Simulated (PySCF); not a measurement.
## Correlation energy of Cu (copper, neutral)

[Ar] 3d10 4s1, 2S determinant. Calculation: PySCF 2.14, in pcseg-2 (6s4p3d2f1g, 56 functions); the non-relativistic Hamiltonian (point nucleus). Frozen: [Ar]; 11 electrons correlated.

MP2 pair energies summed by pair of shells (mhartree):

```tsv
pair	energy	share (%)
3d-3d	-417.77	94.8
3d-4s	-22.79	5.2
```

Total MP2 correlation energy: -440.56 mhartree.

Same-spin part -164.58 and opposite-spin part -275.99 mhartree; SCS-MP2 scales them by 1/3 and 6/5 to -386.04 mhartree.
